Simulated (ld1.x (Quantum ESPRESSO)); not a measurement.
Reading a pseudo-wave (Zn)

Columns: radius, all-electron u(r) and pseudo u(r) of the 4p shell (level -1.08 eV) of zinc in the configuration [Ar] 3d10 4s2 4p0; PBEsol, scalar-relativistic, PAW scheme, ld1.x (Quantum ESPRESSO) 7.5.

| r (bohr) | all-electron | pseudo |
| --- | --- | --- |
| 0.192 | 0.0537 | 0.0064 |
| 0.385 | -0.1249 | 0.0254 |
| 0.578 | -0.1545 | 0.0559 |
| 0.770 | -0.0812 | 0.0956 |
| 0.962 | 0.0221 | 0.1424 |
| 1.155 | 0.1235 | 0.1938 |
| 1.348 | 0.2118 | 0.2468 |
| 1.540 | 0.2845 | 0.2984 |
| 1.732 | 0.3431 | 0.3464 |
| 1.925 | 0.3895 | 0.3890 |
| 2.118 | 0.4250 | 0.4246 |
| 2.310 | 0.4511 | 0.4524 |
| 2.502 | 0.4695 | 0.4723 |
| 2.695 | 0.4812 | 0.4848 |
| 2.888 | 0.4873 | 0.4908 |
| 3.080 | 0.4887 | 0.4913 |
| 3.272 | 0.4862 | 0.4877 |
| 3.465 | 0.4804 | 0.4810 |
| 3.658 | 0.4722 | 0.4723 |
| 3.850 | 0.4620 | 0.4620 |
| 4.043 | 0.4502 | 0.4502 |
| 4.235 | 0.4375 | 0.4375 |
| 4.428 | 0.4239 | 0.4239 |
| 4.620 | 0.4099 | 0.4099 |
| 4.812 | 0.3956 | 0.3956 |
| 5.005 | 0.3811 | 0.3811 |

Problem. How many radial nodes do the two functions have?

Solution. The all-electron 4p function has n − l − 1 = 2; the pseudo-wave has 0, since the states of the same l below it are removed with the core.

Problem. At about which radius was the pseudo-wave matched?

Solution. 3.85 bohr, where the columns begin to agree (steps of 0.19 bohr).

Problem. Where does each function peak?

Solution. Outermost all-electron maximum near 3.08 bohr, pseudo maximum near 3.08 bohr (to the table’s step).

Problem. Is the pseudo-wave norm-conserving?

Solution. No, it belongs to a PAW set: the norm inside the radius is not constrained, and the difference is carried by the augmentation charge.
